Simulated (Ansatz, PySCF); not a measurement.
System: sum formula SiAsH$_{4}$ (charge 0, doublet). It need not be the lowest isomer of its formula. 
Structure (B3LYP-D3(BJ)/def2-TZVP (Ansatz, a program for electronic structure) minimum search):
```xyz
6

Si    -1.5362     0.2922    -0.4070
As     0.7188    -0.1301     0.2069
H     -1.7894     1.7563    -0.2977
H     -2.4281    -0.4012     0.5642
H      1.2961     0.4154    -1.0938
H      0.7093    -1.5668    -0.3019
```
Charge 0, spin multiplicity 2.

Dipole moments at this geometry, in debye (magnitudes).

```json
[
 {"level": "BLYP/def2-TZVPD", "program": "Ansatz", "dipole (D)": "0.38"},
 {"level": "revPBE/def2-TZVPD", "program": "Ansatz", "dipole (D)": "0.38"},
 {"level": "M06-L/def2-TZVPD", "program": "PySCF", "dipole (D)": "0.40"},
 {"level": "B97M-V/def2-TZVPD", "program": "Ansatz", "dipole (D)": "0.51"},
 {"level": "TPSSh/def2-TZVPD", "program": "PySCF", "dipole (D)": "0.35"},
 {"level": "CCSD(T)/def2-SVPD", "program": "Ansatz", "dipole (D)": "0.38"}
]
```
